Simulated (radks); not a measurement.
Values are calculated unless marked as measured or tabulated.
Problem. Coherent X-ray form factor from a spherical all-electron density. Level of theory: scalar-relativistic Kohn-Sham, LB94 model potential, spin-polarised, spherical densities, finite nucleus; Fermi nuclear charge, rms radius of each element as measured or else 0.836 A^(1/3) + 0.57 fm (a radial shooting solver on a logarithmic mesh with Libxc functionals).

| sin(theta)/lambda (1/angstrom) | f0 (electrons) |
|---|---|
| 0.05 | 55.882 |
| 0.1 | 55.530 |
| 0.15 | 54.951 |
| 0.2 | 54.155 |
| 0.25 | 53.159 |
| 0.3 | 51.981 |
| 0.4 | 49.164 |
| 0.5 | 45.894 |
| 0.6 | 42.370 |
| 0.8 | 35.285 |
| 1 | 29.030 |
| 1.25 | 23.115 |
| 1.5 | 19.218 |
| 2 | 14.998 |

The species is in the configuration that NIST lists as its ground one. Which atom or ion scatters so?

Solution. The mercury ion Hg24+, [Kr] 4d10 4f10. Extrapolating in s^2 from the first two rows gives f0(0) = 56.0, near the electron count 56; among species with that count, the fall with angle is slower the higher Z, and the table is that of Z = 80; from so few rows the species is fixed only to a neighbour or two.
